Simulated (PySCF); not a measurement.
Isomers of C4H7N3Si, one conformer each; single-point electronic energies without zero-point terms and without any empirical dispersion term.

Computed with PySCF at PBE0/pcSseg-1, non-relativistic, each on one gas-phase PBE0-D3(BJ)/def2-SVP geometry that isn't relaxed in the solvent. The solvent is an IEF-PCM continuum (van der Waals radii × 1.2). The model holds no explicit solvent molecules, cavitation or dispersion.

```json
{"isomer": "`C=CC1=NNN=C1[SiH3]`", "relative energy, gas (kcal/mol)": "0.0", "dipole (D)": "0.55"}
{"isomer": "`C=Cn1ncc([SiH3])n1`", "relative energy, gas (kcal/mol)": "2.8", "dipole (D)": "0.33"}
```

Task: How do the relative energies look in tetrahydrofuran (ε = 7.426)?

Result: 
```tsv
isomer	relative energy, solvent (kcal/mol)	E(solvent) − E(gas) (kcal/mol)	dipole in solvent (D)
`C=CC1=NNN=C1[SiH3]`	0.0	-5.6	0.57
`C=Cn1ncc([SiH3])n1`	4.8	-3.6	0.33
```

The order is unchanged. Conformers: `[CH2:1]=[CH:2][c:3]1[n:4][nH:5][n:6][c:7]1[SiH3:8]` with C1–C2–C3–N4 0°; `[CH2:1]=[CH:2][n:3]1[n:4][cH:5][c:6]([SiH3:7])[n:8]1` with C1–C2–N3–N4 0°. `C=CC1=NNN=C1[SiH3]` gains most from the continuum, and it has the largest gas-phase dipole. The gains span 2.0 kcal/mol, the gas-phase energies 2.8 kcal/mol.
